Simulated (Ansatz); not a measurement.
[Se3]2- (Se3²⁻). Total charge -2; triplet. Geometry r2SCAN-D4/def2-TZVPD, that of the charge -2 singlet; atoms count from 1.

```xyz
3

Se   -1.8949    0.7247   -0.3142
Se   -0.0430   -0.2761    0.8218
Se    1.9379   -0.4485   -0.5076
```

A multiply charged anion in the gas phase is held together partly by the finite basis. The highest occupied level of the charge -2 triplet lies above zero (up to 4.15 eV). It is a level of α spin, whose loss leaves a doublet; that state wasn't run at this geometry and level. The electron is either unbound and held by the finite basis, or the level is raised by self-interaction error. At PBE0-D4/def2-TZVPD a singlet of charge -2 lies 0.96 eV below the triplet at the same geometry.

Estimate the Mulliken populations from the PBE0/def2-TZVPD orbitals of Ansatz.


| atom | charge (e) | spin (α − β) |
| --- | --- | --- |
| Se1 | -1.11 | 0.86 |
| Se2 | 0.23 | 0.27 |
| Se3 | -1.11 | 0.86 |
Mulliken values and Mayer orders depend strongly on the basis. With diffuse functions, as here, like atoms can get unlike values, and bond orders can come out too low or too high.

Where does the spin sit?

Summed by element: Se 2.00, of 2 unpaired in all. Largest on single atoms: Se1 0.86, Se3 0.86, Se2 0.27.

And the Mayer bond orders between bonded heavy atoms (over 0.3)?

Se1–Se2 0.57 (2.39 Å); Se2–Se3 0.57 (2.39 Å). Values over 0.3 also appear between atoms too far apart for a bond (Se1–Se3 0.82 at 4.01 Å); they arise where an orbital or an unpaired electron spreads over both atoms.
